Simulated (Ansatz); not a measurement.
Mulliken charges of C$_{2}$H$_{4}$BIn, SMILES `B[C]1=[CH][InH]1` from PBE/def2-TZVPP in Ansatz (PBE0-D4/def2-TZVP geometry).

```json
{"atom": "B1", "x (Å)": "-0.391", "y (Å)": "0.976", "z (Å)": "-0.338", "charge (e)": "-0.356"}
{"atom": "C2", "x (Å)": "0.652", "y (Å)": "-0.063", "z (Å)": "0.174", "charge (e)": "-0.120"}
{"atom": "C3", "x (Å)": "1.296", "y (Å)": "-1.024", "z (Å)": "0.570", "charge (e)": "-0.170"}
{"atom": "In4", "x (Å)": "-1.275", "y (Å)": "-1.677", "z (Å)": "0.110", "charge (e)": "0.436"}
{"atom": "H5", "x (Å)": "-0.610", "y (Å)": "1.841", "z (Å)": "0.475", "charge (e)": "0.007"}
{"atom": "H6", "x (Å)": "-0.143", "y (Å)": "1.359", "z (Å)": "-1.456", "charge (e)": "0.007"}
{"atom": "H7", "x (Å)": "1.977", "y (Å)": "-1.767", "z (Å)": "0.920", "charge (e)": "0.226"}
{"atom": "H8", "x (Å)": "-1.506", "y (Å)": "0.355", "z (Å)": "-0.453", "charge (e)": "-0.031"}
```

By hand: the dipole of these point charges (1 e Å = 4.8032 D).

Σ q r = (-0.227, -1.285, 0.266) e Å, of length 1.332 e Å = 6.40 D.

How does the dipole of the full density compare? (Best estimate.)

Ansatz gave: (-0.133, -0.876, 0.187) e Å, 4.35 D; the point charges give 1.47 times that, at 1° from its direction.

Point charges leave out the atoms' own dipoles, such as those of lone pairs, and Mulliken's split depends on the basis, so the two needn't agree.
